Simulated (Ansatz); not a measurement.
GaH5OSi (`O[SiH2][GaH2]`), relaxed with RKS PBE0-D4/def2-TZVP in the Gaussian-basis code of Ansatz from a GFN2-xTB geometry. The force threshold is 0.005 eV/Å; the program also tests the step.

Charge 0, multiplicity 1.

Start:

```xyz
8

O    -0.758    0.613   -0.009
Si    0.560    0.054   -1.038
Ga    0.324   -0.821    1.157
H    -1.396    1.270   -0.305
H    -0.149   -0.371   -2.264
H     1.206    1.320   -1.446
H    -0.677   -2.004    1.481
H     0.889   -0.061    2.424
```

(1) How much energy does the relaxation release, and in how many steps? (An estimate is asked.)

(2) Which bonds change most? (An estimate is asked.)

(3) Give the relaxed structure. (Estimate.)

Results:

(1) Ansatz gave: 48.60 kJ/mol, in 12 steps, 1 of them rejected.

(2) Computed: O1–Si2 from 1.764 to 1.662 Å; Si2–Ga3 from 2.375 to 2.424 Å; Si2–H5 from 1.479 to 1.495 Å; Si2–H6 from 1.479 to 1.495 Å.

(3) The calculation gave: 
```xyz
8

O    -1.242    1.192   -0.401
Si    0.103    0.276   -0.740
Ga    0.454   -0.993    1.295
H    -1.560    1.781   -1.087
H    -0.135   -0.584   -1.939
H     1.260    1.152   -1.098
H    -0.229   -2.395    1.508
H     1.348   -0.430    2.461
```
